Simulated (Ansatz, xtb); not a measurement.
# Relative energy of two isomers of AlH4IOSi

Structure I is `[SiH3][O][AlH][I]`, a singlet and structure II is `[AlH2][O][SiH2]I`, a singlet. Both are isolated molecules in the gas phase, relaxed with B3LYP-D3(BJ)/def2-SVP; the shapes shown needn't be the lowest conformers.

I (Å):

```csv
atom,x (Å),y (Å),z (Å)
Al,0.3562,1.6056,1.7503
I,1.8727,2.3404,3.5696
O,-0.6526,0.2770,2.0316
Si,-1.4199,-1.0164,2.7309
H,-1.4306,-2.1618,1.7772
H,-2.8245,-0.6438,3.0638
H,-0.7157,-1.4296,3.9792
H,0.3259,2.3463,0.3716
```

II (Å):

```yaml
atoms:
  - { symbol: Al, position_ang: [-0.6650, 0.8101, 0.3498] }
  - { symbol: I, position_ang: [-3.8485, -2.3599, 0.1690] }
  - { symbol: O, position_ang: [-1.2472, -0.4719, 1.3275] }
  - { symbol: Si, position_ang: [-2.1272, -1.7513, 1.8488] }
  - { symbol: H, position_ang: [-1.3625, 1.0793, -1.0367] }
  - { symbol: H, position_ang: [0.5462, 1.6325, 0.9318] }
  - { symbol: H, position_ang: [-1.2633, -2.9454, 2.0239] }
  - { symbol: H, position_ang: [-2.8524, -1.4138, 3.0991] }
```

Quicker runs give these differences E(II) − E(I): GFN2-xTB +12.8 kcal/mol; HF/STO-3G +18.1 kcal/mol (at GFN2-xTB geometries); r2SCAN-D4/def2-SVP +15.2 kcal/mol (at GFN2-xTB geometries).

Task: Estimate E(II) − E(I) at the level CCSD(T)/def2-SVP + ΔMP2/def2-TZVPP.

Result: Calculated at CCSD(T)/def2-SVP + ΔMP2/def2-TZVPP: E(II) − E(I) = +15.8 kcal/mol, so structure I lies lower.

Level by level:

```
                             level               geometry  E(II) − E(I) (kcal/mol)  departure from the last row (kcal/mol)  job, with rough time for the two
                          GFN2-xTB               GFN2-xTB                     +12.8                                    −3.0              optimisation, 0.26 s
                         HF/STO-3G               GFN2-xTB                     +18.1                                    +2.3               single point, 1.5 s
                r2SCAN-D4/def2-SVP               GFN2-xTB                     +15.2                                    −0.6               single point, 7.2 s
             B3LYP-D3(BJ)/def2-SVP  B3LYP-D3(BJ)/def2-SVP                     +15.1                                    −0.7             optimisation, 3.5 min
                       HF/def2-SVP  B3LYP-D3(BJ)/def2-SVP                     +18.0                                    +2.2           part of the CCSD(T) run
                      MP2/def2-SVP  B3LYP-D3(BJ)/def2-SVP                     +17.1                                    +1.3           part of the CCSD(T) run
                  CCSD(T)/def2-SVP  B3LYP-D3(BJ)/def2-SVP                     +17.1                                    +1.3                      single point
CCSD(T)/def2-SVP + ΔMP2/def2-TZVPP  B3LYP-D3(BJ)/def2-SVP                     +15.8                                                        single point, 47 s
```

As drawn, II has 1 I–Si, 1 Al–H in place of 1 Al–I, 1 Si–H.

The levels shown agree on the order. The largest departure from CCSD(T)/def2-SVP + ΔMP2/def2-TZVPP is that of GFN2-xTB, 3.0 kcal/mol. The last row adds to CCSD(T) the change of the MP2 difference between the two basis sets, here −1.3 kcal/mol.

With harmonic frequencies from B3LYP-D3(BJ)/def2-SVP (ideal gas, rigid rotor, one conformer each, 1000 K, 1 atm): on the last row, ΔE + ΔZPE = +15.0 kcal/mol. A mode under 50 cm⁻¹ makes harmonic enthalpies and free energies unreliable, so none is given.

The correlated steps freeze 15 core orbitals; the filled d shell of I is correlated, in a basis made for valence electrons. Atoms past krypton carry core potentials in the def2 sets, other sets are all-electron and non-relativistic, and no spin–orbit term is included. Run with Ansatz 0.2.0, xtb 6.7.1; the last row on 1 thread of Arm Neoverse V1 on a shared host.
